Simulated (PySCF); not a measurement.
**Working with the constants of RhSe**

ωB97M-V constants of RhSe, ⁴Σ⁻ (quartet), unpaired electrons σ ↑, π ↑↑ (basis Rh x2c-TZVPPall, Se x2c-TZVPPall; spin-free X2C with a Gaussian nucleus; PySCF 2.14; masses 102.9055 and 79.9165 u):

* ωe: 352.4 cm⁻¹
* ωexe: 0.957 cm⁻¹
* Be: 0.078841 cm⁻¹
* αe: 0.000258 cm⁻¹
* De to Rh (4d8 5s1) + Se: 3.04 eV

Q: What force constant and bond length do these constants imply?

A: Reduced mass μred = 44.983 u; k = 5.8918×10⁻⁷·μred·ωe² (u, cm⁻¹, mdyn/Å) = 3.29 mdyn/Å; Re = √(16.8576/(μred·Be)) (u, cm⁻¹, Å) = 2.180 Å.

Q: Estimate the centrifugal constant D from the Kratzer relation and find the Dunham coefficient a1.

A: D = 4Be³/ωe² = 1.58e-08 cm⁻¹; a1 = −1 − αeωe/(6Be²) = -3.44.

The metal atom is held in its measured ground configuration; semilocal functionals can put another filling of s and d lower by some tenths of an eV, and De to that atom would be smaller. Spin–orbit coupling is left out, which matters for elements this heavy, above all for dissociation energies. The state is the lowest single determinant that the PBE0 search found; with open d or f shells the true ground state can be another one.
